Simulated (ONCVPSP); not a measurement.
## lanthanum (La): ONCV pseudisation with LDA (Perdew-Zunger), scalar-relativistic reference atom.

```
Element                 : La (Z = 57)
Generator               : ONCVPSP 4.0.1
Type                    : optimised norm-conserving Vanderbilt (ONCV)
Functional              : LDA (Perdew-Zunger)
Relativity              : scalar-relativistic
Frozen core             : [Kr] 4d10
Valence charge          : 11
Reference configuration : 5s2 5p6 5d1 6s1 (charge +1)
Partial waves           : 5s+6s: rc 2.15 bohr, ncon 4, nbas 9, qcut 5.9 1/bohr, 2 projectors; 5p: rc 2.25 bohr, ncon 4, nbas 7, qcut 7.2 1/bohr, 1 projector; 5d: rc 3.60 bohr, ncon 5, nbas 10, qcut 4.2 1/bohr, 1 projector; f scattering state at 0.27 Ha: rc 2.85 bohr, ncon 4, nbas 7, qcut 4 1/bohr, 2 projectors, debl 3.4 Ha
Local potential         : polynomial inside 2.05 bohr (lpopt 5, dvloc0 3 Ha)
Core correction         : Teter function, fcfact 3.5, rcfact 1.5
```

In the f channel the program set the typed energies aside and used -0.385, 3.015 Ha.

All-electron outer shells of the reference configuration (LDA (Perdew-Zunger), scalar-relativistic, ld1.x):

```
shell  level (eV)  outermost node (bohr)  outermost maximum (bohr)
   5s      -44.96                   0.77                      1.41
   5p      -28.34                   0.83                      1.58
   5d       -8.69                   0.95                      2.19
   6s       -8.60                   1.85                      3.56
```

What the tests gave:

```json
{"Cutoffs needed": "14 Ha and 17 Ha (the cutoffs (Ha) at which the residual kinetic energy of the hardest occupied pseudo-wave falls to 1 and 0.1 mHa per electron) The cutoffs count occupied waves only; projector 2 of the f channel, the hardest unoccupied one, needs 39 Ha at the loose tolerance.", "Ghost test": "no bound ghost flagged; GHOST(+) flagged for f at 328.9 eV, s at 507.5 eV, f at 574.2 eV", "Largest excitation error": "+5.2 meV (all-electron minus pseudo) for 5s2 5p6 5d0 6s0, out of 4 test configurations", "rms error of d²Exc/dni dnj": "3.71 mHa without and 0.17 mHa with the model core"}
```

Generation and tests took about 3.1 s on one core of a shared server CPU.
